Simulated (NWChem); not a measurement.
Molecule: C3HF3; SMILES C#CC(F)(F)F

Computed with NWChem. Structure relaxed at the PBE0/def2-SVP level. B3LYP is NWChem's, with the RPA form of VWN correlation. Static field.

Order these by “isotropic polarisability (bohr³)”, lowest first: Hartree-Fock/Sadlej pVTZ; B3LYP/Sadlej pVTZ; PBE/Sadlej pVTZ.

Hartree-Fock/Sadlej pVTZ (35.3), B3LYP/Sadlej pVTZ (38.3), PBE/Sadlej pVTZ (39.7)
